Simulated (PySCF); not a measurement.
**Electron affinity of Ni by level of theory**

Ni⁻ [Ar] 3d9 4s2 (2D) → Ni [Ar] 3d8 4s2 (3F), as a difference of total energies. All numbers are calculated (PySCF 2.14, scalar relativity by spin-free X2C-1e, in x2c-TZVPPall with one added diffuse shell each of s, p, d, f type (7s6p5d3f1g, 80 functions)). Correlated levels: valence: [Ar] frozen. The calculations carry no spin-orbit coupling.

```json
{"method": "UHF", "electron affinity (eV)": "-1.799", "difference from reference (eV)": "-2.956"}
{"method": "MP2 (valence)", "electron affinity (eV)": "1.261", "difference from reference (eV)": "+0.104"}
{"method": "SCS-MP2 (valence)", "electron affinity (eV)": "0.939", "difference from reference (eV)": "-0.218"}
{"method": "CCSD (valence)", "electron affinity (eV)": "0.484", "difference from reference (eV)": "-0.673"}
{"method": "CCSD(T) (valence)", "electron affinity (eV)": "0.840", "difference from reference (eV)": "-0.317"}
```

Reference: 1.157 eV (measured; photodetachment measurements, as compiled on the Wikipedia data page of electron affinities).

The reference lies between the lowest fine-structure levels, while these numbers refer to the centres of the terms.

Errors of the correlated levels include the incompleteness of this basis and the frozen core.

A negative affinity means that the anion lies above the atom at that level of theory.

The coupled-cluster amplitudes are large for Ni⁻ (T1 above 0.03 or a double amplitude above 0.15), so a single reference is strained.
